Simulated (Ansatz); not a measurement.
## Two structures, one formula

The two ends of one reaction step of GaHClF, closed shell (PBE0-D4/def2-TZVP).

A:

```tsv
atom	x (Å)	y (Å)	z (Å)
Ga1	-1.3426	-1.6098	-1.0937
F2	-0.2442	-0.1790	-0.9010
H3	0.5454	0.6536	0.4477
Cl4	1.0413	1.1353	1.5471
```

B:

```
4
angstrom
Ga -0.9406 -1.2959 0.2689
F 0.1614 0.4309 -1.3303
H 0.4684 0.7013 -0.4784
Cl 0.3107 0.1637 1.5398
```

Computed with Ansatz 0.2.0 (basis: def2-TZVPP); correlated methods freeze the cores. Filled d shells of the heavier atoms are correlated. The def2 sets are not built for correlating such inner shells, so the correlated values are less sure here. B3LYP uses VWN-RPA correlation.

Q: Which structure is lower at CCSD(T), and by how much? (Judge from chemistry; the value comes from the calculation.)

A: Computed: B, by 20.2 kJ/mol (electronic energy, against the other). By their contacts, A is a complex of GaF + HCl and B is a complex of GaCl + HF.

All methods give the same order:

```json
{"method": "SPW92", "E(B) − E(A) (kJ/mol)": "-36.7"}
{"method": "PBE-D4", "E(B) − E(A) (kJ/mol)": "-29.5"}
{"method": "BLYP-D4", "E(B) − E(A) (kJ/mol)": "-20.9"}
{"method": "r2SCAN-D4", "E(B) − E(A) (kJ/mol)": "-26.6"}
{"method": "B97M-V", "E(B) − E(A) (kJ/mol)": "-21.3"}
{"method": "PBE0-D4", "E(B) − E(A) (kJ/mol)": "-31.3"}
{"method": "B3LYP-D4", "E(B) − E(A) (kJ/mol)": "-23.0"}
{"method": "r2SCAN0-D4", "E(B) − E(A) (kJ/mol)": "-29.5"}
{"method": "BHLYP-D4", "E(B) − E(A) (kJ/mol)": "-24.6"}
{"method": "CAM-B3LYP-D4", "E(B) − E(A) (kJ/mol)": "-17.2"}
{"method": "wB97X-V", "E(B) − E(A) (kJ/mol)": "-20.1"}
{"method": "wB97M-V", "E(B) − E(A) (kJ/mol)": "-25.6"}
{"method": "B2PLYP", "E(B) − E(A) (kJ/mol)": "-18.6"}
{"method": "PBE-QIDH", "E(B) − E(A) (kJ/mol)": "-27.6"}
{"method": "RPA on PBE", "E(B) − E(A) (kJ/mol)": "-15.3"}
{"method": "HF", "E(B) − E(A) (kJ/mol)": "-14.8"}
{"method": "MP2", "E(B) − E(A) (kJ/mol)": "-23.0"}
{"method": "CCSD", "E(B) − E(A) (kJ/mol)": "-18.8"}
{"method": "CCSD(T)", "E(B) − E(A) (kJ/mol)": "-20.2"}
```

T1 diagnostic: at most 0.014.

For scale, one of the runs: CCSD(T)/def2-TZVPP, 135 basis functions, launched by `ansatz run in.yaml --threads 2 --pin off --events-out ev --progress --plain --max-ram 4352MiB`. Hardware: 2 CPU threads of an Arm Neoverse V1, shared host. Wall time 17 s; peak host memory 0.69 GiB.
